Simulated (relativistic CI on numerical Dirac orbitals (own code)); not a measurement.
**How well does a small relativistic CI reproduce Rb⁶⁺?**

Computed by Dirac-Coulomb-Breit CI, KLI orbitals optimised for each configuration, model QED, valence Slater integrals scaled by 0.9, P86 correlation estimate, and configurations built on the next ion tied to the tabulated ionisation energy (semi-empirical) (own radial code, finite nucleus).

Configurations in the expansion (outside the closed core [Ar] 3d10): 4s2 4p, 4s2 4d, 4s2 5s, 4s2 5p, 4s2 5d, 4s2 6s, 4s2 4f, 4s2 5f, 4s 4p2, 4p3, 4s 4p 4d, 4s 4p 4f, 4p 4d2, 4p2 4d, 4s 4d2, 4s 4p 5s, 4p 4f2, 4s2 6p, 4s 4p 5p, 4s2 5g, 4p2 4f, 4s2 6d, 4s 4d 4f, 4s 4p 5d. Levels of other configurations are missing.

| Configuration | Term (tabulated) | J | Measured (cm⁻¹) | Computed | Error | Purity (%) |
| --- | --- | --- | --- | --- | --- | --- |
| 4s2 4p | 2P° | 1/2 | 0.0 | 0 | 0 | 98 |
| 4s2 4p | 2P° | 3/2 | 10467.0 | 10226 | -241 | 97 |
| 4s 4p2 | 4P | 1/2 | 122251.0 | 120558 | -1693 | 98 |
| 4s 4p2 | 4P | 3/2 | 126679.0 | 124843 | -1836 | 99 |
| 4s 4p2 | 4P | 5/2 | 132078.0 | 130136 | -1942 | 97 |
| 4s 4p2 | 2D | 3/2 | 160699.0 | 158909 | -1790 | 88 |
| 4s 4p2 | 2D | 5/2 | 162196.0 | 160348 | -1848 | 87 |
| 4s 4p2 | 2S | 1/2 | 190700.0 | 190758 | 58 | 77 |
| 4s 4p2 | 2P | 1/2 | 202859.0 | 203982 | 1123 | 77 |
| 4s 4p2 | 2P | 3/2 | 206942.0 | 208491 | 1549 | 96 |
| 4s2 4d | 2D | 3/2 | 255864.0 | 247961 | -7903 | 88 |
| 4s2 4d | 2D | 5/2 | 257136.0 | 249133 | -8003 | 88 |
| 4p3 | 2D° | 3/2 | 311496.0 | 311921 | 425 | 58 |
| 4p3 | 4S° | 3/2 | 314767.0 | 315773 | 1006 | 79 |
| 4p3 | 2D° | 5/2 | 315011.0 | 314737 | -274 | 76 |
| 4p3 | 2P° | 1/2 | 342493.0 | 342904 | 411 | 84 |
| 4s2 5s | 2S | 1/2 | 342784.0 | 339923 | -2861 | 99 |
| 4p3 | 2P° | 3/2 | 345222.0 | 345426 | 204 | 74 |

Measured levels from Sansonetti, J. Phys. Chem. Ref. Data 35, 301 (2006); pairs were made by configuration, J and term (by order where the table uses no LS term), so strongly mixed levels may be paired wrongly.

Mean error by configuration (cm⁻¹): 4s2 4p -241; 4s 4p2 -797; 4s2 4d -7953; 4p3 354; 4s2 5s -2861. Over the excited levels the mean absolute error is 1951 cm⁻¹ (17 of the 19 excited levels that our extract of the source holds in range could be paired, and the others can miss by more), and the median relative error of those above 1,000 cm⁻¹ is 0.83 %.
